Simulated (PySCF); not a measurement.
# Zr (zirconium, neutral): UHF calculation

Configuration: [Kr] 4d2 5s2, high-spin 3F determinant. Calculation: PySCF 2.14, in aug-cc-pVDZ-PP with ECP28MDF (5s5p4d2f, 54 functions); scalar relativity through the core potential.

```
Total energy             : -46.302154 hartree
One-electron energy      : -77.5584 hartree
Hartree (Coulomb) energy : 36.5680 hartree
Exchange energy          : -5.3118 hartree
⟨S²⟩                     : 2.0116
⟨L²⟩                     : 12.037
Sum of ⟨r⟩               : 23.20 bohr
Sum of ⟨r²⟩              : 64.69 bohr²
Time after the integrals : 0.31 s of wall time on 1 thread of Neoverse-V1 (shared host)
```

```json
{"shell": "4s α", "electrons": "1", "mean orbital energy (hartree)": "-2.54189", "rms radius, mean of both spins (bohr)": "1.31"}
{"shell": "4s β", "electrons": "1", "mean orbital energy (hartree)": "-2.46321", "rms radius, mean of both spins (bohr)": "1.31"}
{"shell": "4p α", "electrons": "3", "mean orbital energy (hartree)": "-1.54857", "rms radius, mean of both spins (bohr)": "1.48"}
{"shell": "4p β", "electrons": "3", "mean orbital energy (hartree)": "-1.44070", "rms radius, mean of both spins (bohr)": "1.48"}
{"shell": "4d α", "electrons": "2", "mean orbital energy (hartree)": "-0.32235", "rms radius, mean of both spins (bohr)": "2.36"}
{"shell": "5s α", "electrons": "1", "mean orbital energy (hartree)": "-0.23074", "rms radius, mean of both spins (bohr)": "4.30"}
{"shell": "5s β", "electrons": "1", "mean orbital energy (hartree)": "-0.19754", "rms radius, mean of both spins (bohr)": "4.30"}
```

Energies and moments cover only the electrons outside the core potential.
